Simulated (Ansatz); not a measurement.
Molecule (SMILES): N#C[O], doublet.
Atoms: O1, C2, N3. Bonds: O1-C2, C2-N3.

Basis-set convergence of the highest harmonic wavenumber at PBE with Ansatz (a first-principles code). Each level at its own minimum, finite differences of forces, unscaled; the reference is a large set that could be run, not a limit. Cartesian d functions, on some or all atoms, in 6-31G**, 6-31+G*; all else is spherical. The program fits the integrals of some runs and decomposes those of others, by size. Open shells are unrestricted. No added dispersion term, no relativity. Reference: the value in cc-pVQZ, 1960 cm⁻¹, itself unsure by roughly 3 cm⁻¹ (its mean distance from aug-pcseg-2, aug-cc-pVTZ, def2-TZVPPD). Deviations are taken from unrounded values.

```json
[
 {"basis": "STO-3G", "functions": "15", "highest harmonic wavenumber (cm⁻¹)": "1770", "minus reference (cm⁻¹)": "-190"},
 {"basis": "3-21G", "functions": "27", "highest harmonic wavenumber (cm⁻¹)": "1842", "minus reference (cm⁻¹)": "-118"},
 {"basis": "6-31G", "functions": "27", "highest harmonic wavenumber (cm⁻¹)": "1846", "minus reference (cm⁻¹)": "-114"},
 {"basis": "pcseg-0", "functions": "27", "highest harmonic wavenumber (cm⁻¹)": "1798", "minus reference (cm⁻¹)": "-162"},
 {"basis": "pcseg-1", "functions": "42", "highest harmonic wavenumber (cm⁻¹)": "1969", "minus reference (cm⁻¹)": "9"},
 {"basis": "6-31G**", "functions": "45", "highest harmonic wavenumber (cm⁻¹)": "1978", "minus reference (cm⁻¹)": "18"},
 {"basis": "6-311G**", "functions": "54", "highest harmonic wavenumber (cm⁻¹)": "1980", "minus reference (cm⁻¹)": "19"},
 {"basis": "6-31+G*", "functions": "57", "highest harmonic wavenumber (cm⁻¹)": "1967", "minus reference (cm⁻¹)": "7"},
 {"basis": "6-311+G**", "functions": "66", "highest harmonic wavenumber (cm⁻¹)": "1974", "minus reference (cm⁻¹)": "14"},
 {"basis": "6-311++G(2d,2p)", "functions": "81", "highest harmonic wavenumber (cm⁻¹)": "1948", "minus reference (cm⁻¹)": "-12"},
 {"basis": "pcseg-2", "functions": "90", "highest harmonic wavenumber (cm⁻¹)": "1957", "minus reference (cm⁻¹)": "-3"},
 {"basis": "6-311++G(3df,3pd)", "functions": "117", "highest harmonic wavenumber (cm⁻¹)": "1969", "minus reference (cm⁻¹)": "9"}
]
```

The smallest set listed that lies within 50 cm⁻¹ of the reference with all its larger relatives (same family, alike in diffuse functions; a set with none counts only in the reference's own line) is pcseg-1 (42 functions, 9 cm⁻¹ off).
